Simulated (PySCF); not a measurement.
prop-2-enoxyboronic acid (C3H7BO3), SMILES C=CCOB(O)O.

The structure is a stationary point at B3LYP-D3(BJ)/def2-SVP. One conformer was computed; it need not be the lowest.

Two levels are set side by side: TDA-PBE/def2-SVPD (PySCF) and TDA-CAM-B3LYP/def2-SVPD (PySCF). Vertical, same geometry. The lowest singlet is HOMO−1→LUMO 82 % with PBE and HOMO−1→LUMO 39 %, HOMO−1→LUMO+1 27 %, HOMO→LUMO 21 % with the other functional; states are paired by order. Differences are taken from unrounded values.

```
quantity                               TDA-CAM-B3LYP  TDA-PBE  TDA-PBE minus TDA-CAM-B3LYP
-------------------------------------  -------------  -------  ---------------------------
lowest singlet excitation (eV)                  7.39     5.94                        -1.45
lowest triplet excitation (TDA) (eV)            4.34     4.44                         0.10
first bright state (f over 0.05) (eV)           7.46     6.68                        -0.78
its oscillator strength                         0.07     0.05                        -0.01
```

Functionals without exact exchange tend to place singlet excitations lower, as here. Differences between two approximate levels are no errors against the true value.

Rough cost on one machine, each run with all the roots and properties that it gave: TDA-CAM-B3LYP against TDA-PBE about 6 times.
